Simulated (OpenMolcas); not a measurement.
Mo4+ (d2) in a complex was computed by CASSCF with the d shell active (OpenMolcas, ANO-RCC-VDZP on the metal). Its lowest spin-free states, and all those of the highest spin:

```tsv
2S+1	Degeneracy	E (cm-1)
3	1	0.0
3	1	759.2
3	1	1072
1	1	10340
1	1	10480
1	1	11292
1	1	11640
1	1	11756
1	1	25283
3	1	32453
3	1	36181
3	1	36454
3	1	48899
3	1	49170
3	1	54983
3	1	79202
```

Q: Is the site octahedral, tetrahedral or cube-like, axial, or of lower symmetry?

A: The states with 2S+1 = 3 have orbital degeneracies 1, 1, 1, 1, 1, 1, 1, 1, 1, 1. No state of this spin is degenerate, so the site is of lower symmetry, with no axis of order three or more. The run had Mo4+ with 6 ligands (ammonia) in tetragonal octahedral coordination (Ci) at 2.07 Å, the axial distance 2.318 Å. Ligand basis ANO-RCC-VDZP.

Without dynamic correlation the repulsion within the d shell is too large (B by tens of per cent), so at a given field states of lower spin stand too high. The least metal-like active orbital is 69 % on the metal (Löwdin) and no ligand orbital is active, so the numbers are rough. With metal d orbitals alone the field can be off either way by tens of per cent. Ligand-to-metal charge-transfer states are missing. With no ligand orbital active B as a rule stays too high, so bands that hang on it stand too high and its fall with covalency is understated. No measured value stands beside these numbers; the geometry is a model, was not optimised and need not be the one that this ion takes.
